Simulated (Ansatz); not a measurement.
Consider the atomization: `NC[SiH2]O` → C• + 7 H• + N• + O• + Si•.

Computed with Ansatz on PBE0-D4/def2-TZVP structures; ΔE is electronic, products minus reactants. CBS: MP2 limit from def2 TZ/QZ plus the TZ coupled-cluster correction, frozen cores. This one scheme is used for every species, atoms too. DFT in def2-TZVPP. B3LYP here is the variant with VWN-RPA as its local correlation; programs differ in this. No spin–orbit coupling; open shells (•) take unrestricted orbitals. Spin–orbit coupling would lower the free atoms: a little for C, O, Si. Each species was taken in one conformer, which may not be the lowest.

`NC[SiH2]O`:

```xyz
11

N    -1.002    0.737    0.741
C    -0.764   -0.118   -0.429
Si    1.096   -0.399   -0.510
O     1.572   -0.800    1.014
H    -1.985    0.779    0.976
H    -0.703    1.687    0.555
H    -1.189    0.258   -1.370
H    -1.227   -1.092   -0.240
H     1.757    0.858   -0.970
H     1.468   -1.500   -1.434
H     0.976   -0.410    1.665
```

```csv
level,ΔE (kJ/mol),difference from CCSD(T)/CBS
LDA (SPW92),4426.4,527.4
PBE-D4,3932.3,33.3
revPBE-D4,3842.7,-56.3
BLYP-D4,3884.6,-14.4
r2SCAN-D4,3876.1,-22.9
B97M-V,3883.1,-15.9
PBE0-D4,3865.9,-33.1
B3LYP-D4,3892.3,-6.7
r2SCANh-D4,3853.0,-46.0
r2SCAN0-D4,3819.8,-79.2
BHLYP-D4,3781.7,-117.3
CAM-B3LYP-D4,3913.3,14.3
ωB97X-V,3905.4,6.4
ωB97M-V,3904.7,5.7
B2PLYP,3847.1,-51.9
PBE-QIDH,3839.1,-59.9
PBE,3913.5,14.5
revPBE,3781.0,-118.0
BLYP,3842.5,-56.5
PBE0,3850.2,-48.8
B3LYP,3862.0,-37.0
r2SCANh,3848.2,-50.8
r2SCAN0,3814.5,-84.5
BHLYP,3759.8,-139.2
CAM-B3LYP,3897.5,-1.5
HF/def2-SVP,2753.0,-1146.0
MP2/def2-SVP,3644.4,-254.6
CCSD/def2-SVP,3589.3,-309.7
CCSD(T)/def2-SVP,3621.5,-277.5
HF/def2-TZVPP,2768.7,-1130.3
MP2/def2-TZVPP,3824.4,-74.6
SCS-MP2/def2-TZVPP,3835.5,-63.5
CCSD/def2-TZVPP,3735.2,-163.8
CCSD(T)/def2-TZVPP,3785.5,-113.5
HF/def2-QZVPP,2776.4,-1122.6
MP2/def2-QZVPP,3892.2,-6.8
SCS-MP2/def2-QZVPP,3912.4,13.4
HF/CBS(def2),2777.6,-1121.4
MP2/CBS(def2),3938.0,39.0
CCSD/CBS(def2),3848.7,-50.3
CCSD(T)/CBS,3899.0,0
```

Largest T1 diagnostic among the species: 0.012.

At CCSD(T), def2-SVP lies −277.5 kJ/mol from the extrapolated value and def2-TZVPP −113.5 kJ/mol: correlation converges slowly with the basis, and small sets miss more of it in the bonded molecule than in its fragments. The D4 term adds +30.3 kJ/mol with B3LYP and +15.8 kJ/mol with PBE0; it sums over pairs of atoms, weighted by their polarisabilities, and B3LYP, whose exchange is more repulsive, gets the larger term. From BLYP to BHLYP (50 % exact exchange), in def2-TZVPP and without D4, ΔE moves by −82.7 kJ/mol: exact exchange takes away binding that semilocal exchange gives to molecules.

For atomizations the MP2-based limit and the directly extrapolated one differ by several kJ/mol either way, and by 10 to 25 for some Ge, Se and Sn compounds, so smaller differences from it don't rank the levels.
